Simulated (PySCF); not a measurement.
NMR data sheet: C₆H₉N₃O

```
Formula                               : C6H9N3O
SMILES                                : C=CCn1ncc(OC)n1
Point group of the computed structure : C1
Degrees of unsaturation               : 4
Carbon signals                        : 6
Proton signals                        : 6
```

Atom-mapped SMILES (the numbers label the heavy atoms): `[CH2:1]=[CH:2][CH2:3][n:4]1[n:5][cH:6][c:7]([O:8][CH3:9])[n:10]1`. Hydrogens are named by the atom that carries them. Ha(C1) is cis to C3; Hb(C1) is trans to C3.

PySCF 2.14 calculation with coordinates at the GFN2-xTB level and shielding tensors at PBE0/pcSseg-1 (GIAO); no solvent, single conformer, relativity neglected, fast rotation and ring inversion assumed for equivalent nuclei.

Shifts are taken against calculated references (same method and geometry level): 1H, 13C vs TMS; 15N against NH3; H2O for 17O.

| carbon | δC, type | δH (multiplicity) | HMBC from (2–3 bonds) | span of the C tensor (ppm) |
| --- | --- | --- | --- | --- |
| C1 | 124.4, CH2 | Hb(C1) 5.46 (m); Ha(C1) 5.61 (m) | H(C2), H(C3) | 210 |
| C2 | 144.5, CH | 6.42 (m) | Ha(C1), Hb(C1), H(C3) | 230 |
| C3 | 61.0, CH2 | 4.85 (d) | H(C2), Ha(C1), Hb(C1) | 45 |
| C6 | 124.6, CH | 7.17 (s) | – | 138 |
| C7 | 168.6, C | – | H(C6), H(C9) | 114 |
| C9 | 57.8, CH3 | 4.06 (s) | – | 75 |

Other nuclei:
| atoms | nucleus | environment | δ (ppm) | σ (ppm) |
| --- | --- | --- | --- | --- |
| N5 | 15N | pyridine-type nitrogen of an azole | 366.1 | -98.4 |
| N10 | 15N | pyridine-type nitrogen of an azole | 321.8 | -54.0 |
| N4 | 15N | pyrrole-type ring nitrogen | 256.7 | 11.0 |
| O8 | 17O | ether oxygen | 75.8 | 260.3 |

- Carbon types of the structure: 1 × C, 2 × CH, 2 × CH2, 1 × CH3, which accounts for all hydrogens.
- δC 168.6: aromatic carbon bearing oxygen; an ipso carbon deshielded by its heteroatom.
- δC 144.5: alkene CH; an sp2 carbon of a C=C bond.
- δC 124.6: aromatic CH next to a ring nitrogen.
- δC 124.4: terminal =CH2 carbon; an sp2 carbon of a C=C bond.
- δC 61.0: allylic sp3 CH2 bonded to N; deshielded by the electronegative neighbour.

Shifts are as computed. Against solution values, carbons near 30 ppm lie about +3 ppm off and those near 130 ppm about +5 ppm. Of 1211 compounds with measured shifts, 218 miss one by over three times the rms of a fit or turn the order of signals round; such compounds aren't used in these exercises. Experimental scales use liquid or dissolved standards, which lie at an offset from isolated NH3 (liquid NH3: subtract about 20 ppm) and H2O (liquid H2O: subtract about 36 ppm). Unscaled 15N shifts of sp2 nitrogen come out 20 to 40 ppm too high even then. Multiplicities follow the n + 1 count of equivalent neighbours, as no J values were calculated; m marks all less simple cases, F and P coupling included.
